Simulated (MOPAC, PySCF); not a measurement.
H5FSi3, SMILES `F[SiH2][SiH]=[SiH2]` (F–Si–Si–Si torsion 1°), neutral singlet in the gas phase. 

Z-matrix (Å, degrees):
```
Si
H 1 1.4781
Si 1 2.1146 2 121.83
H 3 1.4747 1 121.09 2 -179.96
H 3 1.4768 4 114.47 1 179.77
Si 1 2.3073 2 120.90 3 -179.79
F 6 1.6102 1 106.05 2 -179.12
H 6 1.4817 7 108.05 1 121.33
H 6 1.4818 8 108.74 7 -117.13
```
Charge 0, multiplicity 1.

All levels are single points at this geometry (ωB97X-D3(BJ)/def2-TZVP); Pople sets use spherical d functions. Orbital energies aren't observables, and empty levels follow the basis.

```
level                            HOMO (eV)  LUMO (eV)  gap (eV)  dipole (D)  vertical IE, Delta-SCF (eV)
-------------------------------  ---------  ---------  --------  ----------  ---------------------------
PBE-D3(BJ)/def2-TZVP in PySCF        -5.35      -2.71      2.64        1.04                         7.98
ωB97X-D3(BJ)/def2-TZVP in PySCF      -8.17      -0.13      8.03        1.12                         7.98
B3LYP/3-21G in PySCF                 -6.01      -2.00      4.01        1.18                            –
B3LYP/6-311+G** in PySCF             -5.99      -2.15      3.84        1.37                            –
B3LYP/6-31G* in PySCF                -5.84      -1.95      3.88        1.08                         7.94
B3LYP/LANL2DZ in PySCF               -6.15      -2.14      4.01        1.88                            –
PBE/6-31G* in PySCF                  -5.25      -2.55      2.70        0.96                         7.95
HF/6-31G* in PySCF                   -7.61       1.02      8.63        1.21                         6.88
PM6 in MOPAC                         -7.28      -1.60      5.69        0.93                            –
```
